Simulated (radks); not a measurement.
The nuclear charge of the carbon ion C+ is varied continuously with 5 electrons held in [He] 2s2 2p1. Calculated with a radial shooting solver on a logarithmic mesh with Libxc functionals: scalar-relativistic Kohn-Sham, PBEsol, spin-polarised, spherical densities, finite nucleus; open shells are filled with parallel spins first; Fermi nuclear charge, rms radius 2.4702 fm. By the Hellmann-Feynman theorem dE/dZ = E(electron-nucleus)/Z, the electronic potential at the nucleus (averaged over a nucleus of fixed radius). The scalar-relativistic energy here is not variational (the density holds large components alone), so the two differ by a part that grows with Z.

Z    E (hartree)  E(electron-nucleus)/Z (hartree)  HOMO  e(HOMO) (eV)  <r> HOMO (bohr)
5.5    -30.50056                         -12.7334    2p        -9.904            1.781
5.6    -31.78777                         -13.0101    2p       -11.310            1.712
5.7    -33.10264                         -13.2866    2p       -12.787            1.649
5.8    -34.44517                         -13.5631    2p       -14.336            1.591
5.9    -35.81534                         -13.8395    2p       -15.956            1.537
6      -37.21316                         -14.1159    2p       -17.647            1.487
6.1    -38.63862                         -14.3923    2p       -19.409            1.440
6.2    -40.09171                         -14.6686    2p       -21.241            1.397
6.3    -41.57244                         -14.9449    2p       -23.143            1.356
6.4    -43.08080                         -15.2212    2p       -25.115            1.317
6.5    -44.61679                         -15.4974    2p       -27.157            1.281
6.6    -46.18040                         -15.7737    2p       -29.269            1.247
6.7    -47.77165                         -16.0499    2p       -31.451            1.215
6.8    -49.39053                         -16.3262    2p       -33.702            1.184
6.9    -51.03703                         -16.6024    2p       -36.022            1.156
7      -52.71116                         -16.8786    2p       -38.412            1.128

The central difference of E at Z = 6 is -14.116 hartree, to compare with the third column; the second derivative is -2.76 hartree.
